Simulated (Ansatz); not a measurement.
```xyz
4

S     1.072   -0.327   -0.723
Al   -0.733   -0.076    0.498
Br   -1.348    2.072    0.894
H     1.009   -1.669   -0.669
```

Total charge 0; spin multiplicity 2.

Q: List the ωB97M-V/def2-TZVPP orbital energies in eV (Ansatz 0.2.0). (An estimate is asked.)

A: The calculation gave: α occupied: -13156.59, -2426.95, -1708.92, -1537.11, -1537.08, -1537.07, -1533.64, -241.78, -220.94, -181.42, -181.30, -181.29, -164.04, -163.99, -163.89, -118.11, -77.70, -77.68, -77.59, -74.80, -74.77, -74.76, -74.66, -74.66, -24.18, -23.12, -14.57, -13.42, -11.81, -11.15, -11.00, -10.16, -7.96. α empty: 0.12, 1.95, 2.01, 2.51, 4.40, 5.35, 5.44, 5.52. β occupied: -13156.58, -2426.92, -1708.92, -1537.09, -1537.07, -1537.07, -1533.56, -241.77, -220.92, -181.39, -181.30, -181.28, -164.02, -163.90, -163.87, -118.00, -77.61, -77.53, -77.49, -74.78, -74.75, -74.73, -74.66, -74.66, -24.05, -22.98, -14.37, -13.01, -11.34, -11.09, -10.86, -10.11. β empty: -1.73, 0.44, 2.08, 2.25, 2.80, 4.46, 5.44, 5.68. ⟨S²⟩ = 0.752.
